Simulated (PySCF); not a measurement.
C7H11N (charge +1 and doublet state).
Numbering: `[H]/[N:8]=[C:7]1/[C@H:2]([CH3:1])[CH+:3][CH:4][CH2:5][CH2:6]1` (hydrogens: H9, H10, H11 on C1; H12 on C2; H13 on C3; H14 on C4; H15, H16 on C5; H17, H18 on C6; H19 on N8)

Geometry (GFN2-xTB, Å), atoms numbered from 1 in this order:
```
atom  x, y, z in Å
C1    -2.3583   -0.0610   -0.1610
C2    -0.9476   -0.1047    0.4085
C3    -0.3743    1.2497    0.6144
C4     0.9299    1.5481    0.4835
C5     1.9378    0.5623    0.0441
C6     1.4470   -0.8744    0.0861
C7     0.0152   -0.9699   -0.4060
N8    -0.4147   -1.6477   -1.3372
H9    -2.7438   -1.0663   -0.3049
H10   -3.0152    0.4716    0.5233
H11   -2.3789    0.4540   -1.1186
H12   -0.9804   -0.6182    1.3841
H13   -1.0900    2.0385    0.8005
H14    1.2699    2.5643    0.6193
H15    2.8314    0.6527    0.6753
H16    2.2845    0.8393   -0.9601
H17    2.0891   -1.5272   -0.5060
H18    1.4285   -1.2329    1.1186
H19    0.0603   -2.2689   -1.9712
```

The hyperfine couplings belong to this conformer and change with its torsions.

The calculation used UKS B3LYP, pcH-1 on C H N, non-relativistic, mean-field spin-orbit, GIAO in PySCF 2.14.0. Isolated species at its GFN2-xTB geometry (one conformer only). A GFN2-xTB geometry isn't a minimum of the functional, and hyperfine couplings can be far from their values at a DFT geometry, by a factor of two or more for some ions and for spin on atoms past the first row. Stability of the SCF solution: not tested.

Principal values of hyperfine tensors in MHz (contact and dipolar terms together), for some of the nuclei:

| atom | isotope | A1 | A2 | A3 |
| --- | --- | --- | --- | --- |
| H15 | 1H | 111.55 | 112.56 | 120.95 |
| N8 | 14N | 64.27 | 69.31 | 124.65 |
| H12 | 1H | 74.17 | 75.67 | 85.61 |
| H16 | 1H | 55.92 | 57.15 | 64.25 |
| C6 | 13C | 22.03 | 23.10 | 48.02 |
| H18 | 1H | 11.05 | 12.40 | 17.83 |
| H14 | 1H | -20.20 | -15.05 | -2.78 |
| C2 | 13C | 0.99 | 2.84 | 33.19 |

Q: Give the isotropic coupling of each nucleus in MHz and in mT (g = 2.0030), and the anisotropic part.

A: a_iso = (A1 + A2 + A3)/3, Ti = Ai − a_iso; 1 mT corresponds to 28.034 MHz.

```json
{"atom": "H15", "a_iso (MHz)": "115.02", "a_iso (mT)": "4.103", "T1": "-3.47", "T2": "-2.46", "T3": "5.93"}
{"atom": "N8", "a_iso (MHz)": "86.07", "a_iso (mT)": "3.070", "T1": "-21.81", "T2": "-16.77", "T3": "38.57"}
{"atom": "H12", "a_iso (MHz)": "78.48", "a_iso (mT)": "2.800", "T1": "-4.32", "T2": "-2.81", "T3": "7.13"}
{"atom": "H16", "a_iso (MHz)": "59.11", "a_iso (mT)": "2.109", "T1": "-3.19", "T2": "-1.96", "T3": "5.14"}
{"atom": "C6", "a_iso (MHz)": "31.05", "a_iso (mT)": "1.108", "T1": "-9.02", "T2": "-7.95", "T3": "16.97"}
{"atom": "H18", "a_iso (MHz)": "13.76", "a_iso (mT)": "0.491", "T1": "-2.71", "T2": "-1.36", "T3": "4.07"}
{"atom": "H14", "a_iso (MHz)": "-12.68", "a_iso (mT)": "-0.452", "T1": "-7.52", "T2": "-2.37", "T3": "9.89"}
{"atom": "C2", "a_iso (MHz)": "12.34", "a_iso (mT)": "0.440", "T1": "-11.35", "T2": "-9.50", "T3": "20.85"}
```

Q: What spin density at the nucleus of H16 lies behind its contact coupling (g_N = 5.58569)?

A: a_FC = 800.24 MHz bohr³ × g_N × ρ(0)/(2S). With a_FC = 59.11 MHz and 2S = 1, ρ(0) = 0.01322 bohr⁻³. In magnitude that is 4.2 % of the 1/π = 0.318 of a free hydrogen atom.

Q: H19 (1H, g_N = 5.58569) isn't in the table. Its spin density at the nucleus is 0.01874 bohr⁻³. What is its contact coupling?

A: By the same relation, a_FC = 83.8 MHz. Its full tensor has the principal values 61.57, 72.11, 117.65 MHz.

Q: Name the largest traceless tensor T of the table and describe it.

A: N8: -21.8, -16.8, 38.6 MHz, rhombic: the two smaller values differ by 13 % of the largest.

Q: In a single crystal, with the field along each principal axis of the tensor of H12 in turn, what first-order splitting does this nucleus give (isotropic g, quadrupole terms neglected)?

A: 2 lines (I = 1/2), spaced by |A_i|/(g × 13.996): 2.65, 2.70, 3.05 mT along the axes of A1, A2 and A3.

The SMILES draws the unpaired electron on C4; the largest computed Mulliken spin population is on N8 (0.47 against 0.18).
